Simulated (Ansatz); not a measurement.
Species: C2H4BO, charge 0, multiplicity 2. It need not be the lowest isomer of its formula. 
Coordinates optimised at B3LYP-D3(BJ)/def2-TZVP (Ansatz, a first-principles code):
```
C
C 1 1.3350
H 2 1.0842 1 121.01
H 2 1.0844 3 116.56 1 180.00
H 1 1.0912 2 118.51 3 -180.00
B 1 1.5412 5 118.79 2 -180.00
O 6 1.3461 1 122.95 5 0.00
H 7 0.9623 6 114.86 1 -180.00
```
Charge 0, spin multiplicity 2.

Total electronic energies in hartree. Valence correlation only, unless marked. Open shells are spin-unrestricted. Spin-orbit coupling is left out. Non-relativistic unless marked X2C. CBS marks a two-point X^-3 extrapolation of the correlation energy; Hartree-Fock from the larger set.

| level | program | energy (Eh) |
|---|---|---|
| HF/cc-pVDZ | Ansatz | -177.59983 |
| revPBE-D4/def2-TZVPD | Ansatz + dftd4 | -178.68224 |
| r2SCAN-D3(BJ)/def2-TZVPD | Ansatz + dftd3 | -178.61880 |
| PBE0/6-31G* | Ansatz | ? |
| BHLYP-D4/def2-TZVPD | Ansatz + dftd4 | -178.62782 |
| HSE06-D4/def2-TZVPD | Ansatz + dftd4 | ? |
| CAM-B3LYP-D4/def2-TZVPD | Ansatz + dftd4 | -178.63634 |
| B2PLYP/def2-TZVPD | Ansatz | -178.57098 |
| PBE-QIDH/def2-TZVPD | Ansatz | -178.47150 |
| RPA@PBE/cc-pVTZ | Ansatz | ? |
| MP2/CBS(cc-pVTZ,cc-pVQZ) | Ansatz | -178.3742 |
| RI-MP2/cc-pVQZ | Ansatz | -178.34156 |
| CCSD/STO-3G | Ansatz | -175.51147 |
| X2C-CCSD(T)/cc-pVTZ-DK | Ansatz | -178.43033 |
| CCSD(T)/CBS(cc-pVTZ,cc-pVQZ) | Ansatz | -178.4245 |

Task: Some entries are withheld; supply them.

Result: 
- PBE0/6-31G*, energy (Eh): -178.42267
- HSE06-D4/def2-TZVPD, energy (Eh): -178.49820
- RPA@PBE/cc-pVTZ, energy (Eh): -178.65591
